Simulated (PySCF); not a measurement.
AlGeH₅O₂. Atoms are numbered in the order given.

```xyz
9

Al    -0.9747     0.1812     0.4122
Ge     1.2421    -0.2282    -0.5302
H      1.4701    -1.7279    -0.8110
H      1.4563     0.5264    -1.8565
H      2.3588     0.2158     0.4373
O     -1.3770    -0.6077     1.8647
H     -2.1857    -0.5699     2.3760
O     -2.0297     1.2329    -0.4094
H     -2.9205     1.4992    -0.1800
```
Charge 0, spin multiplicity 1.

Geometry: PBE0-D3(BJ)/def2-SVP. The structure was generated by enumeration; whether it is a known compound was not checked. The values are those of a single conformer.

Method: PBE0-D3(BJ)/def2-SVP (PySCF).

Frequencies are harmonic and unscaled.

A small imaginary wavenumber (i) marks a very flat motion, where grid noise or a shallow saddle decides the sign.

**Question.** List the normal modes with their intensities. (An estimate is asked for; the answer gives what the named calculation found.)

**Answer.** 
```json
[
 {"mode": "1", "ν (cm⁻¹)": "20i", "IR (km/mol)": "0.0", "Raman (Å⁴/amu)": "0.1", "depolarisation": "0.75", "moving atoms (share of kinetic energy)": "H 93 %"},
 {"mode": "2", "ν (cm⁻¹)": "120", "IR (km/mol)": "0.2", "Raman (Å⁴/amu)": "0.6", "depolarisation": "0.75", "moving atoms (share of kinetic energy)": "O 59 %, Al 20 %, H 13 %"},
 {"mode": "3", "ν (cm⁻¹)": "196", "IR (km/mol)": "21.1", "Raman (Å⁴/amu)": "3.0", "depolarisation": "0.50", "moving atoms (share of kinetic energy)": "O 60 %, Ge 26 %, H 14 %"},
 {"mode": "4", "ν (cm⁻¹)": "200", "IR (km/mol)": "2.6", "Raman (Å⁴/amu)": "0.2", "depolarisation": "0.74", "moving atoms (share of kinetic energy)": "Al 55 %, H 26 %, O 19 %"},
 {"mode": "5", "ν (cm⁻¹)": "281", "IR (km/mol)": "0.3", "Raman (Å⁴/amu)": "1.0", "depolarisation": "0.75", "moving atoms (share of kinetic energy)": "H 93 %"},
 {"mode": "6", "ν (cm⁻¹)": "344", "IR (km/mol)": "24.8", "Raman (Å⁴/amu)": "12.8", "depolarisation": "0.06", "moving atoms (share of kinetic energy)": "Al 47 %, O 19 %, Ge 18 %, H 17 %"},
 {"mode": "7", "ν (cm⁻¹)": "361", "IR (km/mol)": "304.4", "Raman (Å⁴/amu)": "1.5", "depolarisation": "0.75", "moving atoms (share of kinetic energy)": "H 76 %, O 18 %"},
 {"mode": "8", "ν (cm⁻¹)": "432", "IR (km/mol)": "75.4", "Raman (Å⁴/amu)": "0.8", "depolarisation": "0.75", "moving atoms (share of kinetic energy)": "H 90 %"},
 {"mode": "9", "ν (cm⁻¹)": "434", "IR (km/mol)": "14.7", "Raman (Å⁴/amu)": "1.0", "depolarisation": "0.75", "moving atoms (share of kinetic energy)": "H 87 %, Al 8 %"},
 {"mode": "10", "ν (cm⁻¹)": "460", "IR (km/mol)": "268.3", "Raman (Å⁴/amu)": "3.8", "depolarisation": "0.75", "moving atoms (share of kinetic energy)": "H 88 %, O 11 %"},
 {"mode": "11", "ν (cm⁻¹)": "551", "IR (km/mol)": "0.9", "Raman (Å⁴/amu)": "4.1", "depolarisation": "0.09", "moving atoms (share of kinetic energy)": "H 61 %, O 39 %"},
 {"mode": "12", "ν (cm⁻¹)": "786", "IR (km/mol)": "301.3", "Raman (Å⁴/amu)": "6.3", "depolarisation": "0.67", "moving atoms (share of kinetic energy)": "H 79 %, O 11 %, Al 8 %"},
 {"mode": "13", "ν (cm⁻¹)": "830", "IR (km/mol)": "27.9", "Raman (Å⁴/amu)": "1.8", "depolarisation": "0.52", "moving atoms (share of kinetic energy)": "O 41 %, H 32 %, Al 25 %"},
 {"mode": "14", "ν (cm⁻¹)": "890", "IR (km/mol)": "14.2", "Raman (Å⁴/amu)": "30.6", "depolarisation": "0.75", "moving atoms (share of kinetic energy)": "H 96 %"},
 {"mode": "15", "ν (cm⁻¹)": "890", "IR (km/mol)": "32.9", "Raman (Å⁴/amu)": "28.7", "depolarisation": "0.75", "moving atoms (share of kinetic energy)": "H 99 %"},
 {"mode": "16", "ν (cm⁻¹)": "934", "IR (km/mol)": "124.3", "Raman (Å⁴/amu)": "1.5", "depolarisation": "0.75", "moving atoms (share of kinetic energy)": "Al 48 %, O 45 %"},
 {"mode": "17", "ν (cm⁻¹)": "2137", "IR (km/mol)": "74.6", "Raman (Å⁴/amu)": "247.9", "depolarisation": "0.05", "moving atoms (share of kinetic energy)": "H 99 %"},
 {"mode": "18", "ν (cm⁻¹)": "2139", "IR (km/mol)": "113.8", "Raman (Å⁴/amu)": "144.5", "depolarisation": "0.72", "moving atoms (share of kinetic energy)": "H 98 %"},
 {"mode": "19", "ν (cm⁻¹)": "2150", "IR (km/mol)": "109.6", "Raman (Å⁴/amu)": "154.9", "depolarisation": "0.46", "moving atoms (share of kinetic energy)": "H 99 %"},
 {"mode": "20", "ν (cm⁻¹)": "3991", "IR (km/mol)": "41.4", "Raman (Å⁴/amu)": "113.3", "depolarisation": "0.64", "moving atoms (share of kinetic energy)": "H 94 %"},
 {"mode": "21", "ν (cm⁻¹)": "3995", "IR (km/mol)": "144.9", "Raman (Å⁴/amu)": "343.1", "depolarisation": "0.22", "moving atoms (share of kinetic energy)": "H 94 %"}
]
```
